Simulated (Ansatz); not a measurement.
Relaxation of a periodic cell of 14 atoms, H₉ClO₄ (contents 4 H2O + 1 HCl, density as packed 1.05 g/cm³ with natural masses), to a largest force component of 0.3 eV/Å in at most 15 steps.

All numbers below come from DFT PBE-D3(BJ), scalar-relativistic, plane waves, PAW (Ansatz). Settings: accuracy low, cutoff 420 eV, k mesh 1x1x1, fermi-dirac smearing 0.02 eV, no spin polarisation.

```xyz
14
Lattice="5.5505 0.0000 0.0000 0.0000 5.5505 0.0000 0.0000 0.0000 5.5505" Properties=species:S:1:pos:R:3:forces:R:3
O -0.109 0.423 3.861 -0.94 -0.63 -0.22
H 0.142 1.291 4.209 0.07 -0.47 0.22
H 0.652 0.157 3.325 0.03 0.15 -0.13
O 4.047 4.749 0.651 0.32 0.11 -0.67
H 4.373 5.576 1.036 0.19 -0.15 -0.33
H 4.542 4.664 -0.177 -0.13 0.36 0.07
O 2.064 1.857 4.210 -0.25 0.09 0.77
H 1.325 2.389 3.881 0.48 0.40 -0.30
H 2.511 1.555 3.406 0.14 0.45 -0.03
O 3.092 2.342 1.658 0.41 -0.33 0.52
H 2.141 2.301 1.481 -0.12 0.06 -0.44
H 3.328 1.430 1.881 0.07 -0.19 -0.38
Cl 1.382 4.767 1.097 -0.35 -0.08 1.11
H 1.232 4.632 -0.167 0.06 0.23 -0.18
```

Problem. Where does it end, and by what steps?

Solution. The run converged. The threshold is loose, so the end isn't yet a minimum. Limits of this set-up: coarse k mesh, low accuracy level. After 11 steps the energy has fallen by 3.050 eV; H14 moved furthest, 1.27 Å.

```
step  energy less start (eV)  largest force component (eV/Å)  accepted
   0                  0.0000                           1.107       yes
   1                 -0.7801                           1.405       yes
   2                 -1.2632                           1.920       yes
   3                 -1.7124                           1.573       yes
   4                 -2.0462                           0.842       yes
   5                 -2.3335                           0.652       yes
   6                 -2.5573                           0.608       yes
   7                 -2.7682                           1.308       yes
   8                 -2.9516                           0.597       yes
   9                 -3.0125                           0.310       yes
  10                 -2.9652                           2.068        no
  11                 -3.0504                           0.195       yes
```

```xyz
14
Lattice="5.5505 0.0000 0.0000 0.0000 5.5505 0.0000 0.0000 0.0000 5.5505" Properties=species:S:1:pos:R:3
O -0.119 0.128 3.972
H 0.518 0.888 4.091
H 0.104 -0.231 3.093
O 3.603 5.333 0.335
H 4.228 4.735 0.799
H 4.107 5.505 -0.516
O 1.746 2.084 4.222
H 1.372 2.980 4.172
H 2.365 2.028 3.445
O 3.349 2.061 1.949
H 2.677 2.491 1.385
H 3.560 1.247 1.432
Cl 1.075 4.115 1.263
H 2.136 4.769 0.710
```

Whether the end is a true minimum wasn't checked by a vibrational analysis.

Run time: 22 s on 1 CPU thread of a shared host.
